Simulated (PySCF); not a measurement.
# Cobalt: a sound run and one with changed settings

Sound run: Co [Ar] 3d7 4s2, Co⁺ [Ar] 3d8. Calculation: PySCF 2.14, in x2c-TZVPall (6s5p4d1f, 48 functions); scalar relativity by spin-free X2C-1e. The sound run starts from symmetry-adapted Hartree-Fock orbitals and uses a fine grid where one is needed.

Changed run: radial step 0.5 in ln r (0.13 in the sound run). This setting is unsound on purpose.

```tsv
species	method	sound run (hartree)	changed run (hartree)	converged
Co	UHF	-1391.86947	-1391.86947	yes
Co	B3LYP	-1393.28106	-1393.30214	yes
Co	PBE	-1392.99322	-1393.02847	yes
Co⁺	UHF	-1391.56509	-1391.56509	yes
Co⁺	B3LYP	-1392.98340	-1393.00470	yes
Co⁺	PBE	-1392.70702	-1392.74133	yes
```

Ionisation energy of Co:

```json
{"method": "UHF", "sound run (eV)": "8.283", "changed run (eV)": "8.283"}
{"method": "B3LYP", "sound run (eV)": "8.100", "changed run (eV)": "8.094"}
{"method": "PBE", "sound run (eV)": "7.788", "changed run (eV)": "7.813"}
```

A coarse radial grid mis-integrates the density and the exchange-correlation energy, with errors of either sign; Hartree-Fock needs no grid.

For comparison, NIST gives 7.881 eV between the lowest levels.
